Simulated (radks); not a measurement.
Values are calculated unless marked as measured or tabulated.
Initial-state core-level shifts of the thallium ion Tl+ when its valence configuration changes from [Hg]. Code: a radial shooting solver on a logarithmic mesh with Libxc functionals. Model: Dirac Kohn-Sham, PBE, spin-unpolarised, spherical densities, finite nucleus; open shells are shared between the two j in proportion to 2j + 1; Fermi nuclear charge, rms radius 5.4759 fm. Shifts are changes of the shell-averaged eigenvalues in eV (positive: less bound); the change of the density at the nucleus, which sets a Mossbauer isomer shift, is in e/bohr^3, on a base of 2.523e+06.

| valence | 2s | 3s | 3p | 5s | density at nucleus |
|---|---|---|---|---|---|
| [Xe] 4f14 5d9.5 6s2 6p0.5 | -3.049 | -3.020 | -3.020 | -2.857 | +37.9 |
| [Xe] 4f14 5d10 6p2 | -3.622 | -3.646 | -3.645 | -3.663 | -434.1 |
| [Xe] 4f14 5d9.5 6p2.5 | -6.557 | -6.551 | -6.550 | -6.390 | -421.1 |
| [Xe] 4f14 5d8 6s2 6p2 | -12.304 | -12.157 | -12.156 | -11.339 | +157.6 |
| [Xe] 4f14 5d9 6s2 6p1 | -6.113 | -6.051 | -6.051 | -5.697 | +76.8 |
| [Xe] 4f12 5d10 6s2 6p2 | -43.013 | -47.384 | -47.271 | -20.574 | +580.4 |
| [Xe] 4f14 5d10 6s1 6p1 | -1.865 | -1.876 | -1.876 | -1.885 | -208.2 |
| [Xe] 4f13.5 5d9.5 6p3 | -16.947 | -18.000 | -17.973 | -11.406 | -310.7 |
| [Xe] 4f12.5 5d10 6s2 6p1.5 | -31.917 | -35.170 | -35.087 | -15.376 | +429.3 |
